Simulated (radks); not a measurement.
Removal energies from the palladium ion Pd11+, [Ar] 3d10 4s2 4p5, by Delta-SCF beside the eigenvalue of the level emptied. Method: scalar-relativistic Kohn-Sham, LDA (Slater exchange, Perdew-Wang correlation), spin-polarised, spherical densities, finite nucleus; Fermi nuclear charge, rms radius of each element as measured or else 0.836 A^(1/3) + 0.57 fm; computed with a radial shooting solver on a logarithmic mesh with Libxc functionals. Open shells are filled with parallel spins first.

\begin{tabular}{lrrr}
removed from & final configuration & Delta-SCF (eV) & -eigenvalue (eV) \\ \hline
4p & [Ar] 3d10 4s2 4p4 & 263.53 & 251.96 \\
4s & [Ar] 3d10 4s1 4p5 & 302.17 & 290.03 \\
3d & [Ar] 3d9 4s2 4p5 & 579.76 & 553.43 \\
3p & [Ne] 3s2 3p5 3d10 4s2 4p5 & 767.13 & 742.43 \\
\end{tabular}
